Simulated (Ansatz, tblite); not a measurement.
Removing and adding an electron: (ZnS)2 ring (Zn₂S₂). Charge 0, multiplicity 1. Geometry: PBE0-D4/def2-SVP. Ansatz, gas phase; energy differences of separate SCF runs; the oxidised species was run as a doublet alone; the reduced species was run as a doublet alone.

Cartesian coordinates in Å:
```
Zn -0.056 -0.725 -0.967
S -1.879 0.165 -0.016
Zn 0.056 0.726 0.967
S 1.879 -0.165 0.016
```

The xTB rows come from tblite.

(1) Estimate orbital energies and vertical ionisation energies and electron affinities at: GFN1-xTB; GFN2-xTB; PBE-D4/def2-TZVP; PBE-D4/def2-TZVPD; r2SCAN-D4/def2-TZVP; r2SCAN-D4/def2-TZVPD; PBE0-D4/def2-TZVP; PBE0-D4/def2-TZVPD.

## Answers

(1) 
```tsv
level	−HOMO (eV)	vertical IE (eV)	−LUMO (eV)	vertical EA (eV)	HOMO–LUMO gap (eV)	IE − EA (eV)	remarks
GFN1-xTB	9.95	13.22	7.36	4.49	2.58	8.73	–
GFN2-xTB	10.87	13.96	9.03	5.99	1.84	7.97	–
PBE-D4/def2-TZVP	5.57	8.34	3.99	–	1.58	–	–
PBE-D4/def2-TZVPD	5.63	–	4.03	1.87	1.60	–	HOMO above zero (-1 doublet)
r2SCAN-D4/def2-TZVP	5.77	8.41	3.80	–	1.97	–	–
r2SCAN-D4/def2-TZVPD	5.81	–	3.83	1.97	1.98	–	HOMO above zero (-1 doublet)
PBE0-D4/def2-TZVP	6.61	8.48	3.20	–	3.40	–	–
PBE0-D4/def2-TZVPD	6.65	–	3.24	1.78	3.42	–	–
```

   A HOMO above zero means that the electron is unbound at that level or that self-interaction error raises the level; the energy of removing that electron tells which. Raw xTB energy differences between charge states are shifted by several eV; the methods need an empirical correction for them.
